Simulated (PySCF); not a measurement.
A series of related molecules.

All values: PBE0/pcSseg-1 (PySCF) at GFN2-xTB geometries, gas phase, one conformer each.

Question: Rank by LUMO energy, lowest first.
A. `C=C1CO[SiH2][C@H]1C`
B. `O1C(=C)[SiH2]OCC1=C`
C. `C=C1CO[SiH2]C1=C`
D. `C=C1CO[SiH2]C(=C)[SiH2]1`

Answer: C (-1.47 eV), D (-0.95 eV), B (-0.49 eV), A (-0.13 eV).

All values together:

| SMILES | change | formula | μ (D) | HOMO (eV) | LUMO (eV) | lowest IAO charge (e) | highest IAO charge (e) | lowest Hirshfeld charge (e) | highest Hirshfeld charge (e) |
| --- | --- | --- | --- | --- | --- | --- | --- | --- | --- |
| C=C1CO[SiH2]C1=C | parent | C5H8OSi | 1.44 | -6.77 | -1.47 | -0.653 (O) | +1.005 (Si) | -0.241 (O) | +0.403 (Si) |
| C=C1CO[SiH2]C(=C)[SiH2]1 | SiH2 inserted into a C-C bond | C5H10OSi2 | 1.09 | -7.59 | -0.95 | -0.642 (O) | +1.000 (Si) | -0.228 (O) | +0.384 (Si) |
| C=C1[SiH2]O[C@H](OC)C1=C | H on C replaced by OCH3 | C6H10O2Si | 0.46 | -6.89 | -1.40 | -0.654 (O) | +0.994 (Si) | -0.233 (O) | +0.400 (Si) |
| C=C1CO[SiH2][C@H]1C | H2 added to a C-C multiple bond | C5H10OSi | 1.46 | -7.20 | -0.13 | -0.656 (O) | +1.000 (Si) | -0.242 (O) | +0.405 (Si) |
| C=C1CO[SiH2]C(=C)O1 | O inserted into a C-C bond | C5H8O2Si | 0.75 | -6.52 | -0.49 | -0.652 (O) | +0.997 (Si) | -0.237 (O) | +0.403 (Si) |

Conformers: `[CH2:1]=[C:2]1[CH2:3][O:4][SiH2:5][C:6](=[CH2:7])[SiH2:8]1` with C1–C2–C3–O4 -121°, C2–C3–O4–Si5 -62°, C3–O4–Si5–C6 45°, O4–Si5–C6–C7 150°; `[CH2:1]=[C:2]1[SiH2:3][O:4][C@H:5]([O:6][CH3:7])[C:8]1=[CH2:9]` with O4–C5–O6–C7 64°, C1–C2–Si3–O4 179°, C2–Si3–O4–C5 17°, Si3–O4–C5–O6 93°, O4–C5–C8–C9 -156°; `[CH2:1]=[C:2]1[CH2:3][O:4][SiH2:5][C@H:6]1[CH3:7]` with C1–C2–C3–O4 -156°, C2–C3–O4–Si5 -9°, C3–O4–Si5–C6 -5°, O4–Si5–C6–C7 -100°; `[CH2:1]=[C:2]1[CH2:3][O:4][SiH2:5][C:6](=[CH2:7])[O:8]1` with C1–C2–C3–O4 -124°, C2–C3–O4–Si5 -50°, C3–O4–Si5–C6 13°, O4–Si5–C6–C7 -161°.

Give the shifts from the parent, `C=C1CO[SiH2]C1=C`.

```csv
SMILES,change in μ (D),change in HOMO (eV),change in LUMO (eV)
C=C1CO[SiH2]C(=C)[SiH2]1,-0.35,-0.82,+0.52
C=C1[SiH2]O[C@H](OC)C1=C,-0.98,-0.12,+0.07
C=C1CO[SiH2][C@H]1C,+0.02,-0.43,+1.34
C=C1CO[SiH2]C(=C)O1,-0.69,+0.25,+0.98
```
